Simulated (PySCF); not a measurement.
# Electronic structure of Cr (chromium, neutral) at the UHF level

Configuration: [Ar] 3d5 4s1, high-spin 7S determinant. Calculation: PySCF 2.14, in jorge-DZP-DKH (8s6p2d1f, 43 functions); the spin-free X2C one-electron Hamiltonian (Gaussian nucleus).

- Total energy: -1049.610553 hartree
- One-electron energy: -1447.9126 hartree
- Hartree (Coulomb) energy: 446.5031 hartree
- Exchange energy: -48.2010 hartree
- ⟨S²⟩: 12.0000
- ⟨L²⟩: 0.000
- Sum of ⟨r⟩: 20.37 bohr
- Sum of ⟨r²⟩: 36.81 bohr²
- Langevin diamagnetic susceptibility: -29.2 ×10⁻⁶ cm³/mol
- Time after the integrals: 0.22 s of wall time on 1 thread of Neoverse-N1 (shared host)

| shell | electrons | mean orbital energy (eV) | rms radius, mean of both spins (bohr) |
| --- | --- | --- | --- |
| 1s β | 1 | -6041.6 | 0.0734 |
| 1s α | 1 | -6041.6 | 0.0734 |
| 2s α | 1 | -723.73 | 0.316 |
| 2s β | 1 | -721.09 | 0.316 |
| 2p α | 3 | -605.16 | 0.287 |
| 2p β | 3 | -602.63 | 0.287 |
| 3s α | 1 | -95.395 | 0.973 |
| 3s β | 1 | -85.954 | 0.973 |
| 3p α | 3 | -61.632 | 1.06 |
| 3p β | 3 | -50.196 | 1.06 |
| 3d α | 5 | -9.753 | 1.56 |
| 4s α | 1 | -6.036 | 3.91 |

Densities and radii are taken from the X2C orbitals without a picture-change correction, which distorts them close to the nucleus.
